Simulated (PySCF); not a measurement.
**Co: ionisation energy**

Co [Ar] 3d7 4s2 (4F) → Co⁺ [Ar] 3d8 (3F), as a difference of total energies. Computed with PySCF 2.14 in aug-cc-pVQZ, with no relativity, point nucleus. Correlated levels: valence: [Ar] frozen. The calculations carry no spin-orbit coupling.

| method | ionisation energy (eV) |
| --- | --- |
| UHF | 7.850 |
| LDA | 7.371 |
| PBE | 7.274 |
| PBE0 | 7.373 |
| r2SCAN | 7.386 |
| M06-2X | 7.789 |
| r2SCANh | 7.437 |
| BHandHLYP | 7.715 |
| MP2 (valence) | 6.907 |
| SCS-MP2 (valence) | 6.919 |

Problem. How much does correlation contribute at MP2 (valence)?

Solution. 6.907 − (7.850) = -0.943 eV, measured against UHF.

These non-relativistic numbers lack the scalar-relativistic shift.

MP2 underrates the near-degeneracy of ns² with np² in the lower species.

For comparison: 7.869 eV (measured; NIST levels, between the centres of gravity of the two terms).
